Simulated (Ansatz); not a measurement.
System: C₂H₁₀OSi₂, net charge 0, singlet state. 
Coordinates optimised at B3LYP-D3(BJ)/def2-TZVP (Ansatz, a first-principles code):
SMILES: [SiH2](COC)[SiH3]
```xyz
15

C     -2.8552    -0.5283     0.1947
O     -1.5280    -0.2602    -0.2076
C     -0.9465     0.8367     0.4815
Si     0.8227     1.0522    -0.1695
Si     1.9148    -1.0201    -0.1185
H     -2.9038    -0.7720     1.2635
H     -3.5093     0.3312     0.0019
H     -3.2047    -1.3820    -0.3842
H     -1.5372     1.7516     0.3285
H     -0.9260     0.6484     1.5653
H      1.5174     2.0355     0.7019
H      0.7945     1.5964    -1.5497
H      1.7391    -1.6422     1.2180
H      3.3692    -0.8486    -0.3627
H      1.3703    -1.9357    -1.1476
```
Charge 0, spin multiplicity 1.

Basis-set convergence of Hartree-Fock and CCSD(T) correlation energies (hartree) with Ansatz. Valence correlation only, unless marked. Spin-orbit coupling is left out. No relativistic terms.

| basis | functions | E(HF) | E(corr, CCSD(T)) |
|---|---|---|---|
| cc-pV(D+d)Z | 138 | -734.27294 | -0.77639 |
| cc-pV(T+d)Z | 308 | -734.34543 | -0.94508 |
| cc-pV(Q+d)Z | 593 | -734.36316 | -0.99830 |

Extrapolating the two largest sets (X = 3 and 4) as X^-3: E(corr) = (64·(-0.99830) - 27·(-0.94508))/37 = -1.0371 Eh, an estimate of the basis-set limit. The largest set recovers 96.3 % of it, the smallest 74.9 %.
